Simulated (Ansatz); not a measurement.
Cost and result up the ladder for CrI₂ (3 atoms). Charge 0, multiplicity 5. Geometry: PBE0-D4/def2-TZVP.

Cartesian coordinates in Å:
```
Cr 0.000 0.000 0.000
I -0.649 2.376 -0.599
I 0.650 -2.376 0.600
```

Ansatz on 4 threads of Arm Neoverse V2 on a shared host. Times are rough, and most runs start from the orbitals of an earlier one. No level here is sound enough to serve as a yardstick. Binding counts from free atoms at the same level (Cr septet, I doublet; other spins of the atoms weren't run), without zero-point energy or a counterpoise term.

In the def2 sets I takes a core potential; there is no spin–orbit coupling. Correlated methods freeze 13 core orbitals; core or outer-core shells of Cr, I are correlated, in sets that lack core-valence functions. The rows differ in basis, and correlated rows in double-zeta sets carry the largest basis error. HOMO above LUMO, or a gap near zero within one spin, warns that the state may not be the lowest or that an electron is smeared out.

Run but left out: LDA (SPW92)/def2-TZVP, PBE-D4/def2-SVP (an occupied level 0.02 to 0.14 eV above an empty one).

Correlated methods converge slowly with the basis, most of all in double-zeta sets.

| level | functions | wall time | binding energy per atom (eV) | remarks |
| --- | --- | --- | --- | --- |
| MP2/def2-TZVP | 145 | 4.9 s | 1.68 | – |
| CCSD(T)/def2-SVP | 83 | 6.5 s | 1.69 | – |
| RPA@PBE/def2-TZVP | 145 | 8.5 s | 1.59 | spin-contaminated (⟨S²⟩ 6.18) |
| revPBE-D4/def2-TZVP | 145 | 9 s | 1.83 | gap within one spin near zero, spin-contaminated (⟨S²⟩ 6.19) |
| PBE-D4/def2-TZVP | 145 | 9.5 s | 1.91 | gap within one spin near zero, spin-contaminated (⟨S²⟩ 6.18) |
| PBE0-D4/def2-SVP | 83 | 10 s | 1.80 | spin-contaminated (⟨S²⟩ 6.18) |
| PBE0-D4/def2-TZVP | 145 | 20 s | 1.80 | spin-contaminated (⟨S²⟩ 6.14) |
| PBE-QIDH/def2-TZVP | 145 | 22 s | 1.76 | – |
| r2SCAN-D4/def2-TZVP (with forces) | 145 | 31 s | 1.84 | spin-contaminated (⟨S²⟩ 6.20) |
| B97M-V/def2-TZVP | 145 | 52 s | 1.70 | spin-contaminated (⟨S²⟩ 6.23) |
